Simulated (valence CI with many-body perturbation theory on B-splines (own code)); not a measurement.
**E1 transitions of Bi⁵¹⁺**

Computed by configuration interaction combined with many-body perturbation theory (CI+MBPT): four valence electrons over a frozen Dirac-Fock core [Ar] 3d10, a basis of 11 s, 11 p, 10 d, 8 f, 5 g, 2 h functions for each j, with the one-electron correlation potential Σ1 (screened to all orders), the two-electron term Σ2, the three-electron term Σ3, Breit, model QED; selected single and double excitations, second order for the rest, scaled by the run's own slope (own B-spline code, finite nucleus).

No measured spectrum was set against this ion. As an estimate, large intervals hold to a few tenths of a per cent, small ones and those within an open d or f shell to about a per cent. Among the levels kept, up to 400 cm⁻¹ of a level comes from second order outside the variational space, and about a tenth of that is noise between levels of different J, which matters for small intervals.

Lines 201 to 250 of 564 in falling wavelength, among levels below 948.24 eV, chosen from the strongest by gf and those to the six lowest levels. Wavelengths and rates use the calculated energies. Electric multipoles are in the length gauge, E1 and E2 with the static RPA response of the core. Weak lines are less certain than strong ones. Lines between different terms over intervals too small for the method are left out, as are lines whose strength nearly cancels. Where a level lies close to another of its J and parity, the split of strength between their lines is uncertain. The highest levels of a list are the least certain.

Levels are named by their leading jj configuration (3d3/2^4 stands for four electrons in 3d with j = 3/2), which in mixed levels can hold well under half, so a name can repeat and another be missing. Letters in brackets count levels of one name in rising energy.

```csv
λ vac (Å),Upper,Lower,A (s⁻¹),S (a.u.)
52.68,(4s 4p1/2 4p3/2 4d5/2) J=2 [d],(4s 4p1/2 4p3/2^2) J=1 [b],6.63e+11,2.39e-01
52.65,(4s 4p1/2 4p3/2 4d5/2) J=3 [a],(4s 4p1/2 4p3/2^2) J=2 [a],3.13e+11,1.58e-01
52.58,(4s 4p1/2 4p3/2 4f5/2) J=2 [d],(4s 4p1/2 4p3/2 4d3/2) J=1 [d],2.60e+11,9.32e-02
52.58,(4s 4p1/2 4p3/2 4f5/2) J=1 [d],(4s 4p1/2 4p3/2 4d3/2) J=0 [b],1.95e+11,4.19e-02
52.57,(4s 4p1/2 4d3/2 4d5/2) J=1 [a],(4s 4p1/2 4p3/2 4d3/2) J=1 [a],2.85e+11,6.13e-02
52.50,(4s 4p1/2 4d3/2 4d5/2) J=1 [a],(4s 4p1/2 4p3/2 4d3/2) J=0 [a],2.49e+11,5.33e-02
52.31,(4s 4p3/2^2 4d5/2) J=2 [a],(4s 4p3/2^3) J=2,5.37e+11,1.90e-01
52.30,(4s 4p1/2 4p3/2 4d5/2) J=2 [d],(4s 4p1/2 4p3/2^2) J=2 [b],1.32e+11,4.67e-02
52.26,(4s 4p1/2 4d3/2 4d5/2) J=2 [d],(4s 4p1/2 4p3/2 4d3/2) J=1 [b],9.71e+10,3.42e-02
52.25,(4s 4p1/2 4p3/2 4f7/2) J=4 [e],(4s 4p1/2 4p3/2 4d5/2) J=3 [a],2.47e+11,1.56e-01
52.13,(4s 4p1/2 4p3/2 4f7/2) J=3 [a],(4s 4p1/2 4p3/2 4d3/2) J=2 [c],9.00e+10,4.41e-02
52.10,(4s 4p1/2 4d5/2^2) J=2 [a],(4s 4p1/2 4p3/2 4d5/2) J=2 [a],2.41e+11,8.42e-02
52.03,(4s^2 4p3/2 4f5/2) J=3,(4s^2 4p3/2 4d3/2) J=2,4.06e+11,1.98e-01
51.84,(4s 4p1/2 4p3/2 4d5/2) J=2 [d],(4s 4p1/2 4p3/2^2) J=1 [a],2.54e+11,8.74e-02
51.74,(4s 4p1/2 4p3/2 4f5/2) J=3 [d],(4s 4p1/2 4p3/2 4d3/2) J=2 [d],2.67e+11,1.28e-01
51.73,(4s^2 4p3/2 4f5/2) J=2,(4s^2 4p3/2 4d3/2) J=1,2.65e+11,9.05e-02
51.69,(4s 4p1/2 4d5/2^2) J=2 [b],(4s 4p1/2 4p3/2 4d5/2) J=2 [b],1.64e+11,5.59e-02
51.68,(4s 4p1/2 4p3/2 4f5/2) J=3 [b],(4s 4p1/2 4p3/2 4d3/2) J=2 [c],2.15e+11,1.03e-01
51.65,(4s 4p1/2 4p3/2 4f5/2) J=1 [b],(4s 4p1/2 4p3/2 4d3/2) J=2 [c],1.46e+11,2.99e-02
51.58,(4s 4p1/2 4p3/2 4f5/2) J=3 [d],(4s 4p1/2 4p3/2 4d5/2) J=2 [a],1.28e+11,6.05e-02
51.55,(4s 4p1/2 4p3/2 4f7/2) J=3 [d],(4s 4p1/2 4p3/2 4d5/2) J=3 [b],6.30e+10,2.98e-02
51.47,(4s 4p1/2 4p3/2 4f7/2) J=4 [b],(4s 4p1/2 4p3/2 4d3/2) J=3 [c],4.48e+10,2.71e-02
51.46,(4s 4p1/2 4p3/2 4d5/2) J=4 [c],(4s 4p1/2 4p3/2^2) J=3,5.41e+11,3.28e-01
51.45,(4s 4p1/2 4p3/2 4d5/2) J=3 [b],(4s 4p1/2 4p3/2^2) J=2 [a],3.37e+11,1.59e-01
51.44,(4s 4p1/2 4d5/2^2) J=3,(4s 4p1/2 4p3/2 4d3/2) J=2 [d],7.02e+10,3.30e-02
51.39,(4s 4p1/2^2 4d5/2) J=2,(4s 4p1/2^2 4p3/2) J=2,8.30e+10,2.78e-02
51.38,(4s^2 4p3/2 4f7/2) J=4,(4s^2 4p3/2 4d3/2) J=3,1.72e+11,1.04e-01
51.38,(4s 4p3/2^2 4d5/2) J=2 [c],(4s 4p3/2^3) J=1,1.39e+12,4.66e-01
51.37,(4s 4p1/2 4p3/2 4f5/2) J=3 [b],(4s 4p1/2 4p3/2 4d3/2) J=3 [b],7.11e+10,3.33e-02
51.30,(4s^2 4p3/2 4d5/2) J=3,(4s^2 4p3/2^2) J=2,1.13e+12,5.25e-01
51.22,(4s 4p1/2 4p3/2 4f5/2) J=2 [b],(4s 4p1/2 4p3/2 4d3/2) J=2 [c],1.99e+11,6.61e-02
51.20,(4s 4p3/2^2 4d5/2) J=2 [b],(4s 4p3/2^3) J=2,6.50e+11,2.15e-01
51.17,(4s 4p1/2 4d3/2 4d5/2) J=3 [b],(4s 4p1/2 4p3/2 4d3/2) J=3 [a],6.65e+10,3.08e-02
51.09,(4s 4p1/2 4p3/2 4f5/2) J=2 [b],(4s 4p1/2 4p3/2 4d3/2) J=1 [b],1.37e+11,4.52e-02
50.97,(4s 4p1/2 4p3/2 4f7/2) J=3 [a],(4s 4p1/2 4p3/2 4d3/2) J=2 [b],8.69e+10,3.98e-02
50.92,(4s 4p1/2 4p3/2 4f5/2) J=4 [b],(4s 4p1/2 4p3/2 4d3/2) J=3 [b],4.85e+11,2.85e-01
50.91,(4s 4p1/2 4d3/2 4d5/2) J=2 [b],(4s 4p1/2 4p3/2 4d3/2) J=3 [a],1.09e+11,3.56e-02
50.83,(4s^2 4d5/2^2) J=2,(4s^2 4p3/2 4d5/2) J=2,4.13e+11,1.34e-01
50.73,(4s 4p1/2 4d5/2^2) J=4,(4s 4p1/2 4p3/2 4d5/2) J=3 [b],6.01e+10,3.49e-02
50.71,(4s 4p1/2 4p3/2 4f5/2) J=1 [c],(4s 4p1/2 4p3/2 4d3/2) J=1 [b],1.63e+11,3.15e-02
50.68,(4s 4p1/2 4d5/2^2) J=1,(4s 4p1/2 4p3/2 4d5/2) J=1 [a],2.01e+11,3.88e-02
50.57,(4s^2 4p3/2 4d5/2) J=1,(4s^2 4p3/2^2) J=2,1.25e+11,2.39e-02
50.55,(4s 4p3/2^2 4d5/2) J=3 [c],(4s 4p3/2^3) J=2,1.28e+12,5.73e-01
50.40,(4s 4p1/2 4p3/2 4f7/2) J=3 [d],(4s 4p1/2 4p3/2 4d5/2) J=3 [a],9.90e+10,4.38e-02
50.32,(4s 4p1/2 4p3/2 4f7/2) J=4 [b],(4s 4p1/2 4p3/2 4d3/2) J=3 [b],1.87e+11,1.06e-01
50.19,(4s 4p1/2 4p3/2 4f7/2) J=2 [c],(4s 4p1/2 4p3/2 4d5/2) J=2 [a],1.10e+11,3.44e-02
50.12,(4s 4p1/2 4p3/2 4f7/2) J=5 [a],(4s 4p1/2 4p3/2 4d3/2) J=4,8.41e+10,5.75e-02
50.09,(4s 4p1/2^2 4f5/2) J=3,(4s 4p1/2^2 4d3/2) J=2,2.90e+11,1.26e-01
50.06,(4s 4p1/2 4d3/2 4d5/2) J=2 [b],(4s 4p1/2 4p3/2 4d3/2) J=1 [a],1.07e+11,3.32e-02
50.03,(4s 4p1/2 4p3/2 4f5/2) J=4 [c],(4s 4p1/2 4p3/2 4d3/2) J=3 [c],5.36e+11,2.98e-01
```
